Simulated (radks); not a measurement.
Q: Sr+, configuration [Kr] 5d1 (not the ground configuration). Calculated with a radial shooting solver on a logarithmic mesh with Libxc functionals: scalar-relativistic Kohn-Sham, BLYP, spin-polarised, spherical densities, point nucleus; open shells are filled with parallel spins first (spin-orbit coupling, left out, can overturn this in heavy ions). Some entries of the table are withheld. Estimate them.

orbital  occ.  eigenvalue (eV)  <r^2> (bohr^2)
1s up       1        -15950.52        0.002067
1s down     1        -15950.52        0.002067
2s up       1        -2168.058         0.03507
2s down     1        -2168.051         0.03507
2p up       3        -1927.798         0.02765
2p down     3        -1927.792         0.02765
3s up       1        -343.0939          0.2782
3s down     1        -343.0890          0.2782
3p up       3        -265.5926          0.2903
3p down     3        -265.5873          0.2903
3d up       5              (1)          0.3029
3d down     5              (2)          0.3029
4s up       1         -50.2667           2.077
4s down     1         -50.2172           2.077
4p up       3              (3)           2.772
4p down     3              (4)           2.782
5d up       1          -3.5409           61.59

A: 
(1) 3d up eigenvalue (eV): -137.5671
(2) 3d down eigenvalue (eV): -137.5594
(3) 4p up eigenvalue (eV): -32.0682
(4) 4p down eigenvalue (eV): -32.0205
